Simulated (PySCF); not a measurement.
C₆H₁₀O, triplet, at a GFN2-xTB geometry (a higher spin typed on purpose: for a closed-shell molecule this is an excited state). Base run: MP2/STO-3G run with PySCF.

The PySCF input:
```python
from pyscf import gto, scf, mp

mol = gto.M(
    atom='''
O     2.36106128    0.44277604    0.25723720
C     1.13365009    0.20047069   -0.01331276
C     0.09077164    1.31333637    0.22839384
C    -1.17819378    1.01003033   -0.54363085
C    -1.77543362   -0.32572408   -0.11187780
C    -0.74431059   -1.42919847   -0.32745964
C     0.52779214   -1.14352997    0.44612814
H    -0.12591387    1.40045300    1.30206483
H     0.55624689    2.23831196   -0.11286847
H    -1.89956956    1.81101126   -0.36035552
H    -0.96186879    0.98739082   -1.61340380
H    -2.67856603   -0.53728156   -0.68634433
H    -2.04820434   -0.28058690    0.94492597
H    -1.15320435   -2.38494651    0.01150188
H    -0.51645648   -1.51665306   -1.39148850
H     1.29184323   -1.89710476    0.25362361
H     0.32154775   -1.11511178    1.52500114
''',
    basis='sto-3g',
    spin=2,
    verbose=4,
)

mf = scf.UHF(mol)
mf.kernel()

pt = mp.MP2(mf, frozen=7)
pt.kernel()
print('E(MP2) = %.10f' % pt.e_tot)
```

Variants of this job, named by their change:

```
change              basis functions      E (Eh)  MP2 correlation (Eh)  SCF-reference HOMO (eV)  SCF-reference dipole (D)  core-seconds (rough)
------------------  ---------------  ----------  --------------------  -----------------------  ------------------------  --------------------
base                             45  -304.38135              -0.30582                    -6.55                      1.11                     1
basis = pcseg-0                  83  -307.53529              -0.62194                    -8.69                      2.19                     2
basis = 3-21G                    83         ___                   ___                      ___                       ___                     3
basis = 6-31G                    83  -308.29189              -0.60598                    -8.58                      2.22                     4
basis = def2-SV(P)              118  -308.44198              -0.88572                    -8.61                      1.77                     9
basis = 6-31G*                  118  -308.69802              -0.88702                    -8.43                      1.79                    10
basis = 6-31+G*                 ___         ___                   ___                      ___                       ___                    30
basis = 6-31G**                 148  -308.77912              -0.95206                    -8.42                      1.81                    30
basis = pc-1                    148  -308.68756              -0.96234                    -8.59                      1.94                    20
basis = def2-SVP                148  -308.54188              -0.95832                    -8.56                      1.81                    20
basis = pcseg-1                 148         ___                   ___                    -8.59                      1.94                    20
basis = cc-pVDZ                 148  -308.79483              -0.95996                    -8.43                      1.74                    20
```

Question: Some entries are withheld; supply them.

Answer: 
- basis = 3-21G, E (Eh): -306.71524
- basis = 3-21G, MP2 correlation (Eh): -0.60684
- basis = 3-21G, SCF-reference HOMO (eV): -8.33
- basis = 3-21G, SCF-reference dipole (D): 1.97
- basis = 6-31+G*, basis functions: 146
- basis = 6-31+G*, E (Eh): -308.71442
- basis = 6-31+G*, MP2 correlation (Eh): -0.89752
- basis = 6-31+G*, SCF-reference HOMO (eV): -8.54
- basis = 6-31+G*, SCF-reference dipole (D): 1.95
- basis = pcseg-1, E (Eh): -308.68360
- basis = pcseg-1, MP2 correlation (Eh): -0.96249

Totals compare only among sets that treat the same electrons; sets with core potentials leave the core out.

Open shells are given as the SCF converged; they aren't shown to be the lowest states, and a large step between rows can be another state.
